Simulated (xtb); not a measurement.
xtb input (GFN1-xTB):

```bash
xtb mol.xyz --gfn 1 --sp --chrg 0 --uhf 0
```
mol.xyz:
```
13

C      2.29985122    -1.00679158     0.89497712
O      1.48918425     0.13931335     0.76681714
Al    -0.02297880     0.42842260     0.09009759
O     -0.70294881     1.97942869     0.12219498
O     -0.87382754    -0.83128119    -0.62739330
C     -2.12299317    -0.94359300    -1.26954242
H      1.83472332    -1.89476770     0.45556056
H      3.25980924    -0.83925377     0.39854377
H      2.49409472    -1.20710415     1.95241682
H     -0.26163024     2.73189017     0.51779826
H     -2.74826941    -1.66803282    -0.74005916
H     -2.65783118     0.01059121    -1.30721359
H     -1.98258356    -1.30019621    -2.29387403
```

Output:

```
           -------------------------------------------------
          |                Calculation Setup                |
           -------------------------------------------------

           -------------------------------------------------
          |                 G F N 1 - x T B                 |
           -------------------------------------------------

        Reference                      10.1021/acs.jctc.7b00118
      * Hamiltonian:
        H0-scaling (s, p, d)           1.850000    2.250000    2.000000
        zeta-weighting                 0.000000
      * Dispersion:
        s8                             2.400000
        a1                             0.630000
        a2                             5.000000
        s9                             0.000000
      * Repulsion:
        kExp                           1.500000
        rExp                           1.000000
      * Coulomb:
        alpha                          2.000000
        third order                    atomic
        anisotropic                    false
      * Halogen bond correction:
        rad-scale                      1.300000
        damping                        0.440000

          ...................................................
          :                      SETUP                      :
          :.................................................:
          :  # basis functions                  44          :
          :  # atomic orbitals                  43          :
          :  # shells                           27          :
          :  # electrons                        36          :
          :  # halogen bonds                     0          :
          :  max. iterations                   250          :
          :  Hamiltonian                  GFN1-xTB          :
          :  restarted?                      false          :
          :  GBSA solvation                  false          :
          :  PC potential                    false          :
          :  electronic temp.          300.0000000     K    :
          :  accuracy                    1.0000000          :
          :  -> integral cutoff          0.2500000E+02      :
          :  -> integral neglect         0.1000000E-07      :
          :  -> SCF convergence          0.1000000E-05 Eh   :
          :  -> wf. convergence          0.2000000E-04 e    :
          :  Broyden damping             0.4000000          :
          :  net charge                          0          :
          :  unpaired electrons                  0          :
          ...................................................

 iter      E             dE          RMSdq      gap      omega  full diag
   1    -23.6584146 -0.236584E+02  0.717E+00    5.42       0.0  T
   2    -23.6927884 -0.343738E-01  0.423E+00    5.27       1.0  T
   3    -23.6926456  0.142757E-03  0.838E-01    5.37       1.0  T
   4    -23.6939323 -0.128669E-02  0.151E-01    5.14       1.0  T
   5    -23.6944318 -0.499492E-03  0.231E-02    5.25       1.2  T
   6    -23.6944401 -0.831179E-05  0.987E-03    5.25       2.8  T
   7    -23.6944405 -0.408023E-06  0.165E-03    5.25      16.9  T
   8    -23.6944406 -0.160003E-07  0.478E-04    5.25      58.0  T
   9    -23.6944406 -0.161712E-08  0.200E-05    5.25    1385.3  T
  10    -23.6944406 -0.265388E-11  0.767E-06    5.25    3614.2  T

   *** convergence criteria satisfied after 10 iterations ***

         #    Occupation            Energy/Eh            Energy/eV
      -------------------------------------------------------------
         1        2.0000           -0.7598050             -20.6753
       ...           ...                  ...                  ...
        12        2.0000           -0.5477872             -14.9060
        13        2.0000           -0.5073874             -13.8067
        14        2.0000           -0.5065660             -13.7844
        15        2.0000           -0.4577911             -12.4571
        16        2.0000           -0.4551352             -12.3849
        17        2.0000           -0.4464351             -12.1481
        18        2.0000           -0.4438098             -12.0767 (HOMO)
        19                         -0.2507893              -6.8243 (LUMO)
        20                         -0.1362781              -3.7083
        21                         -0.1297951              -3.5319
        22                         -0.1078590              -2.9350
        23                         -0.0848731              -2.3095
       ...                                ...                  ...
        43                          1.0498595              28.5681
      -------------------------------------------------------------
                  HL-Gap            0.1930205 Eh            5.2524 eV
             Fermi-level           -0.3472995 Eh           -9.4505 eV

 SCC (total)                   0 d,  0 h,  0 min,  0.016 sec
 SCC setup                      ...        0 min,  0.000 sec (  0.628%)
 Dispersion                     ...        0 min,  0.000 sec (  0.257%)
 classical contributions        ...        0 min,  0.000 sec (  0.112%)
 integral evaluation            ...        0 min,  0.007 sec ( 42.636%)
 iterations                     ...        0 min,  0.003 sec ( 19.390%)
 molecular gradient             ...        0 min,  0.006 sec ( 35.920%)
 printout                       ...        0 min,  0.000 sec (  0.976%)

         :::::::::::::::::::::::::::::::::::::::::::::::::::::
         ::                     SUMMARY                     ::
         :::::::::::::::::::::::::::::::::::::::::::::::::::::
         :: total energy             -23.532278852097 Eh    ::
         :: gradient norm              0.019451053400 Eh/a0 ::
         :: HOMO-LUMO gap              5.252354226130 eV    ::
         ::.................................................::
         :: SCC energy               -23.694440555234 Eh    ::
         :: -> electrostatic           0.133940291170 Eh    ::
         :: repulsion energy           0.165596291073 Eh    ::
         :: dispersion energy         -0.003434587936 Eh    ::
         :: halogen bond corr.         0.000000000000 Eh    ::
         :: add. restraining           0.000000000000 Eh    ::
         :: total charge              -0.000000000000 e     ::
         :::::::::::::::::::::::::::::::::::::::::::::::::::::

           -------------------------------------------------
          |                Property Printout                |
           -------------------------------------------------

    * Orbital Energies and Occupations

         #    Occupation            Energy/Eh            Energy/eV
      -------------------------------------------------------------
         1        2.0000           -0.7598050             -20.6753
       ...           ...                  ...                  ...
         6        2.0000           -0.5912809             -16.0896
         7        2.0000           -0.5738441             -15.6151
         8        2.0000           -0.5639476             -15.3458
         9        2.0000           -0.5627400             -15.3129
        10        2.0000           -0.5576337             -15.1740
        11        2.0000           -0.5540216             -15.0757
        12        2.0000           -0.5477872             -14.9060
        13        2.0000           -0.5073874             -13.8067
        14        2.0000           -0.5065660             -13.7844
        15        2.0000           -0.4577911             -12.4571
        16        2.0000           -0.4551352             -12.3849
        17        2.0000           -0.4464351             -12.1481
        18        2.0000           -0.4438098             -12.0767 (HOMO)
        19                         -0.2507893              -6.8243 (LUMO)
Note: The following floating-point exceptions are signalling: IEEE_DENORMAL
normal termination of xtb
        20                         -0.1362781              -3.7083
        21                         -0.1297951              -3.5319
        22                         -0.1078590              -2.9350
        23                         -0.0848731              -2.3095
        24                         -0.0739535              -2.0124
        25                         -0.0737867              -2.0078
        26                         -0.0668777              -1.8198
        27                          0.0107468               0.2924
        28                          0.0274579               0.7472
        29                          0.0637609               1.7350
       ...                                ...                  ...
        43                          1.0498595              28.5681
      -------------------------------------------------------------
                  HL-Gap            0.1930205 Eh            5.2524 eV
             Fermi-level           -0.3472995 Eh           -9.4505 eV

  Mulliken/CM5 charges         n(s)   n(p)   n(d)
     1C     0.19197  0.07580   0.960  2.848  0.000
     2O    -0.50277 -0.57078   1.640  4.863  0.000
     3Al    0.72778  0.74031   0.701  1.063  0.508
     4O    -0.59058 -0.77168   1.655  4.936  0.000
     5O    -0.50154 -0.57000   1.637  4.864  0.000
     6C     0.19233  0.07614   0.959  2.849  0.000
     7H     0.02755  0.08818   0.972  0.000  0.000
     8H     0.01750  0.07660   0.982  0.000  0.000
     9H     0.01750  0.07660   0.982  0.000  0.000
    10H     0.35896  0.53883   0.641  0.000  0.000
    11H     0.01707  0.07617   0.983  0.000  0.000
    12H     0.02716  0.08767   0.973  0.000  0.000
    13H     0.01707  0.07617   0.983  0.000  0.000

Wiberg/Mayer (AO) data.
largest (>0.10) Wiberg bond orders for each atom

 ---------------------------------------------------------------------------
     #   Z sym  total        # sym  WBO       # sym  WBO       # sym  WBO
 ---------------------------------------------------------------------------
     1   6 C    3.927 --     9 H    0.979     8 H    0.979     7 H    0.969
                             2 O    0.939
     2   8 O    2.179 --     3 Al   1.117     1 C    0.939
     3  13 Al   3.610 --     4 O    1.198     2 O    1.117     5 O    1.113
     4   8 O    2.123 --     3 Al   1.198    10 H    0.839
     5   8 O    2.180 --     3 Al   1.113     6 C    0.940
     6   6 C    3.928 --    11 H    0.979    13 H    0.979    12 H    0.968
                             5 O    0.940
     7   1 H    1.005 --     1 C    0.969
     8   1 H    1.014 --     1 C    0.979
     9   1 H    1.014 --     1 C    0.979
    10   1 H    0.873 --     4 O    0.839
    11   1 H    1.014 --     6 C    0.979
    12   1 H    1.004 --     6 C    0.968
    13   1 H    1.014 --     6 C    0.979
 ---------------------------------------------------------------------------

Topologies differ in total number of bonds
Writing topology from bond orders to xtbtopo.mol

 dipole moment from electron density (au)
     X       Y       Z
   0.1629  -0.0127   0.0773  total (Debye):    0.459

           -------------------------------------------------
          | TOTAL ENERGY              -23.532278852097 Eh   |
          | GRADIENT NORM               0.019451053400 Eh/α |
          | HOMO-LUMO GAP               5.252354226130 eV   |
           -------------------------------------------------

------------------------------------------------------------------------
------------------------------------------------------------------------
 total:
 SCF:
```
